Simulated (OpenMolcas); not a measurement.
## 5s² 5p along the 49-electron sequence

```
Program             : OpenMolcas 26.06
Method              : CASSCF
Basis               : ANO-R2
Scalar Hamiltonian  : X2C, finite nucleus
Spin-orbit coupling : state interaction with AMFI integrals over the reference wave functions, term energies averaged over their components
```

Active space for each ion: 3 electrons in 8 orbitals (5s 5p 6s 6p).

Computed levels in cm-1 above ²P°_1/2:

```
                                Level   Sn+  Te3+    I4+   Xe5+
                              ²P°_3/2  3704  7771  10472  13580
weight of ²P° in the lowest level (%)   100   100    100    100
```

Measured, with the error of the calculation in %. Measured levels: Sn+ from NIST Handbook of Basic Atomic Spectroscopic Data; Te3+ from Moore, Atomic Energy Levels, vol. III, NSRDS-NBS 35 (1971 reprint of NBS Circular 467, 1958); Xe5+ from Saloman, J. Phys. Chem. Ref. Data 33, 765 (2004).

| Level | Sn+ | Te3+ | Xe5+ |
| --- | --- | --- | --- |
| ²P°_3/2 | 4251 (-12.9) | 9223 (-15.7) | 15599 (-12.9) |

The fine-structure level ²P°_3/2 changes by a factor of 3.67 from Sn+ to Xe5+. Its fourth root runs 7.80, 9.39, 10.12, 10.80, with steps per unit of Z of 0.79, 0.73, 0.68; equal steps would mean a (Z - σ)^4 law with constant σ.

The run also gave levels led by 5s 5p 6s, 5s² 6p, which use shells meant for correlation; these and all levels above them are left out (holds for Sn+). Active for correlation alone: 6p 6s; no level in the range computed is led by a configuration that fills them, so any true level of that kind is missing (holds for Te3+; I4+; Xe5+). Computed and measured levels are paired by configuration, term and J; levels that our copy of the source lacks, or whose pairing is in doubt (as where it misses far off the trend of its configuration), stay unpaired and out of the deviations. Levels of configurations outside the active space are missing.

° marks odd parity.
